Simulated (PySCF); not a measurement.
PySCF input for H3OSi, SMILES [OH+]=[SiH2], charge +1, r2SCAN-D4/def2-TZVP. Geometry optimised at r2SCAN-D4/def2-TZVP. The isomer is the one that the SMILES or the coordinates give; other isomers of the formula were not compared.

```python
import numpy as np
from pyscf import gto, scf, dft, df
from pyscf.hessian import thermo

mol = gto.M(
    atom='''
    O     0.10638743    1.02822973    0.00000000
    Si   -0.01464483   -0.53600860    0.00000000
    H    -0.59330837    1.69776209    0.00000000
    H    -1.32941843   -1.19379398    0.00000000
    H     1.27665493   -1.22568558    0.00000000
    ''',
    basis='def2-TZVP',
    charge=1,
    spin=0,
    max_memory=1600,
    verbose=3,
)
mf = dft.RKS(mol, xc='r2scan').density_fit(auxbasis='def2-universal-jkfit')
mf.disp = 'd4'
mf.grids.level = 4
mf.conv_tol = 1e-11
mf.max_cycle = 100
mf.kernel()

# [left out here: the lines that compute and print the analytic Hessian (its translational invariance restored by hand, since the grid's response is missing), thermochemistry and intensities]
```

It prints:

```
converged SCF energy = -366.209188665573

WARN: MGGA Hessian is sensitive to dft grids. grids.level 4 may not be dense enough.


WARN: DFTD4 does not support analytical Hessian, using finite difference.


WARN: Mole.unit (angstrom) is changed to Bohr

Mode                                 0                   1                   2
Irrep
Freq [cm^-1]                      576.5266            605.8921            720.7068
Reduced mass [au]                   1.1406              1.0591              1.1338
Force const [Dyne/A]                0.2234              0.2291              0.3470
Char temp [K]                     829.4934            871.7438           1036.9367
Normal mode                   x     y     z       x     y     z       x     y     z
       0   O                -0.00 -0.00  0.08    0.01  0.04  0.00    0.00  0.00 -0.02
       1  Si                 0.00 -0.00 -0.02    0.02 -0.01 -0.00   -0.00  0.00  0.06
       2   H                 0.00  0.00 -0.85   -0.54 -0.52 -0.00   -0.00 -0.00 -0.21
       3   H                 0.00 -0.00  0.36   -0.19  0.42  0.00   -0.00 -0.00 -0.60
       4   H                 0.00 -0.00 -0.14   -0.17 -0.38  0.00    0.00  0.00 -0.69
Mode                                 3                   4                   5
Irrep
Freq [cm^-1]                      739.1294            936.1024           1091.5218
Reduced mass [au]                   1.3890              1.0578              6.1125
Force const [Dyne/A]                0.4471              0.5461              4.2908
Char temp [K]                    1063.4426           1346.8430           1570.4568
Normal mode                   x     y     z       x     y     z       x     y     z
       0   O                 0.10  0.05  0.00    0.00  0.05 -0.00   -0.01  0.18 -0.00
       1  Si                -0.06 -0.01 -0.00    0.00  0.01  0.00    0.00 -0.12  0.00
       2   H                -0.34 -0.39 -0.00   -0.01  0.05  0.00    0.08  0.28  0.00
       3   H                 0.15 -0.44  0.00    0.30 -0.59 -0.00   -0.12  0.10 -0.00
       4   H                 0.18  0.44  0.00   -0.34 -0.62  0.00    0.09  0.01 -0.00
Mode                                 6                   7                   8
Irrep
Freq [cm^-1]                     2290.0153           2367.2134           3776.3452
Reduced mass [au]                   1.0283              1.0624              1.0695
Force const [Dyne/A]                3.1771              3.5076              8.9865
Char temp [K]                    3294.8221           3405.8930           5433.3199
Normal mode                   x     y     z       x     y     z       x     y     z
       0   O                -0.00 -0.00  0.00   -0.00  0.00  0.00    0.04 -0.05 -0.00
       1  Si                 0.01  0.02 -0.00    0.04 -0.01  0.00    0.00  0.00  0.00
       2   H                -0.00 -0.00  0.00    0.00  0.00 -0.00   -0.69  0.68  0.00
       3   H                -0.75 -0.38  0.00   -0.45 -0.22 -0.00   -0.00  0.00 -0.00
       4   H                 0.45 -0.24  0.00   -0.74  0.39 -0.00   -0.00  0.00  0.00
temperature 298.1500 [K]
pressure 101325.00 [Pa]
Rotational constants [GHz] 128.83236 16.37349 14.52720
Symmetry number 1
Zero-point energy (ZPE) 0.02985 [Eh]   78376.053 [J/mol]
                           tot       elec      trans        rot        vib
Entropy [J/mol/K]       246.968      0.000    156.792     83.217      6.958
Cv [J/mol/K]             43.329      0.000     12.472     12.472     18.385
Cp [J/mol/K]             51.643      0.000     20.786     12.472     18.385
Internal energy [J/mol]                      3718.434   3718.434  79966.412
Internal energy [Eh]   -366.17590  -366.20919
Enthalpy [J/mol]                             6197.391   3718.434  79966.412
Enthalpy [Eh]          -366.17495
Gibbs free energy [J/mol]                  -40550.232 -21092.765  77891.873
Gibbs free energy [Eh] -366.20300
mode   freq/cm-1   IR/(km/mol)
   1      576.53       167.285
   2      605.89        98.311
   3      720.71        18.479
   4      739.13       166.068
   5      936.10        23.789
   6     1091.52        85.249
   7     2290.02         1.712
   8     2367.21         0.116
   9     3776.35       354.316
max |gradient| / (hartree/bohr): 0.00022571230126705298
APT charges: [-0.7209  1.4381  0.4372 -0.0886 -0.0636]
```

The run converged.

Cost: about 90 core-seconds (a rough figure).
